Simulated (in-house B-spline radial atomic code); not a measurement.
I+ is squeezed into an impenetrable sphere of radius R (the orbitals vanish at R). Method: non-relativistic PBE, spin-polarised, spherical fractional occupations, point nucleus. Calculated with a B-spline radial code for spherical atoms.

Energies in eV above the free ion in [Kr] 4d10 5s2 5p4:

```csv
R (bohr),highest level (eV),[Kr] 4d10 5s2 5p4,[Kr] 4d10 4f1 5s2 5p3,[Ar] 3d10 4s2 4p5 4d10 5s2 5p4 5f1,-dE/dV in [Kr] 4d10 5s2 5p4 (GPa)
9.98,-14.5,0.0001281,15.11,141.8,0.000222
6.3,-14.3,0.1402,17.14,148.1,0.554
5.39,-13.8,0.7247,18.74,152.4,3.84
4.09,-10.5,7.323,27.23,169.2,67.1
3.74,-8.08,13.69,34,180.4,151
2.82,9.14,74.61,92.5,265.8,1550
2.73,12.6,88.84,105.7,284.1,2000
2.33,37.2,200.5,208.1,421.5,6770
1.87,107,574.9,548.2,854.3,35100
1.27,467,3127,2886,3620,540000
```

(1) Does [Kr] 4d10 4f1 5s2 5p3 fall below [Kr] 4d10 5s2 5p4 under compression?

(2) Does [Ar] 3d10 4s2 4p5 4d10 5s2 5p4 5f1 fall below [Kr] 4d10 5s2 5p4 under compression?

The highest level is first positive in the row R = 2.82 bohr, pushed up by confinement above the zero of the free ion's potential. Each configuration is held fixed and needn't be the lowest in the sphere.

Answers

(1) Yes, between R = 2.33 and 1.87 bohr the order changes (near 2.23 bohr by linear interpolation).

(2) No, it stays above over the whole range.
